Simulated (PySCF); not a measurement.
# Atomic charges by several schemes

C4H10ClNSi2.
SMILES with atom numbers: `[N:1]#[C:2][CH2:3][C@@H:4]([CH2:5][Cl:6])[SiH2:7][SiH3:8]` (hydrogens: H9, H10 on C3; H11 on C4; H12, H13 on C5; H14, H15 on Si7; H16, H17, H18 on Si8)

Cartesian coordinates in Å at the GFN2-xTB level; atoms count from 1:
```xyz
18
C4H10ClNSi2 angstrom
N     -2.310   -1.465   -2.221
C     -2.102   -0.555   -1.560
C     -1.850    0.582   -0.715
C     -0.657    0.345    0.222
C     -0.981   -0.815    1.145
Cl     0.394   -1.153    2.225
Si     0.990    0.030   -0.736
Si     2.847    0.495    0.558
H     -1.651    1.446   -1.355
H     -2.762    0.784   -0.141
H     -0.549    1.247    0.834
H     -1.166   -1.727    0.574
H     -1.842   -0.612    1.787
H      0.885   -1.345   -1.236
H      0.866    0.898   -1.920
H      2.546    1.388    1.681
H      3.470   -0.710    1.103
H      3.862    1.171   -0.257
```

Density: PBE0/pcSseg-1 (PySCF); schemes: Mulliken, IAO, Hirshfeld and ESP-fitted. Geometry: GFN2-xTB, one conformer, isolated molecule.

Question: Atoms with like bonding are taken together and averaged. Do the Mulliken, IAO, Hirshfeld and ESP-fitted schemes agree on where the charge is lowest?

Answer: The schemes don't all agree: Mulliken C4 (-0.552); IAO C4 (-0.351); Hirshfeld N1 (-0.219); ESP-fitted C5 (-0.556).

Question: For which atoms does the sign change between the 4 schemes (beyond +0.03 e in one, beyond −0.03 e in another)?

Answer: C4.

Question: Do the Mulliken, IAO, Hirshfeld and ESP-fitted schemes agree on where the charge is highest?

Answer: The schemes don't all agree: Mulliken Si7 (+0.327); IAO Si7 (+0.422); Hirshfeld Si7 (+0.227); ESP-fitted C2 (+0.484).

Question: What partial charge does each atom carry?

Answer: In e; atoms taken as equivalent share a row and are averaged (×n: the atom named and its like, n in all):

```
       atom                   environment  Mulliken     IAO  Hirshfeld  ESP-fitted
         N1              nitrile nitrogen    -0.236  -0.243     -0.219      -0.493
         C2                nitrile carbon    +0.036  +0.132     +0.090      +0.484
         C3  sp3 carbon next to a nitrile    -0.158  -0.292     -0.039      -0.544
         C4   sp3 carbon bound to silicon    -0.552  -0.351     -0.107      +0.152
         C5               sp3 C–Cl carbon    -0.144  -0.235     -0.034      -0.556
        Cl6                alkyl chlorine    -0.141  -0.091     -0.013      -0.092
        Si7                  SiH2 silicon    +0.327  +0.422     +0.227      +0.105
        Si8                  SiH3 silicon    +0.193  +0.294     +0.197      +0.244
         H9            methylene hydrogen    +0.184  +0.186     +0.070      +0.196
        H10            methylene hydrogen    +0.171  +0.175     +0.067      +0.198
        H11              methine hydrogen    +0.166  +0.151     +0.041      +0.100
        H12            methylene hydrogen    +0.189  +0.169     +0.046      +0.254
        H13            methylene hydrogen    +0.164  +0.160     +0.050      +0.248
        H14                 Si–H hydrogen    -0.002  -0.086     -0.070      -0.017
        H15                 Si–H hydrogen    -0.049  -0.106     -0.078      -0.059
H16/H17/H18                 Si–H hydrogen    -0.050  -0.095     -0.076      -0.074
```

Mean size of the charges over all atoms: ESP-fitted 0.220 e, IAO 0.188 e, Mulliken 0.159 e, Hirshfeld 0.087 e. Each set sums to the total charge, 0, to within 0.001 e. The Hirshfeld scheme weights the molecular density at each point by an atom's share of the summed free-atom densities.

Some averages cover members that differ in this geometry: H16/H17/H18, ESP-fitted -0.087 to -0.054 e.

Question: How closely do the schemes follow one another over all atoms?

Answer: Correlation coefficient and root-mean-square difference: Mulliken with IAO 0.93, 0.080 e; IAO with Hirshfeld 0.89, 0.126 e; Mulliken with Hirshfeld 0.78, 0.136 e; IAO with ESP-fitted 0.70, 0.202 e; Hirshfeld with ESP-fitted 0.60, 0.232 e; Mulliken with ESP-fitted 0.49, 0.253 e.

Question: Sum the charges by element, for elements with more than one atom.

Answer: 
| element | atoms | Mulliken | IAO | Hirshfeld | ESP-fitted |
| --- | --- | --- | --- | --- | --- |
| C | 4 | -0.818 | -0.746 | -0.089 | -0.463 |
| Si | 2 | +0.520 | +0.716 | +0.424 | +0.348 |
| H | 10 | +0.674 | +0.363 | -0.103 | +0.699 |

These values come from a run that also computed NMR shieldings. On one thread of an Arm Neoverse N1, no GPU, shared host with 64 logical CPUs at a one-minute load of 61, this took 75 s and 0.85 GiB of memory at its peak.
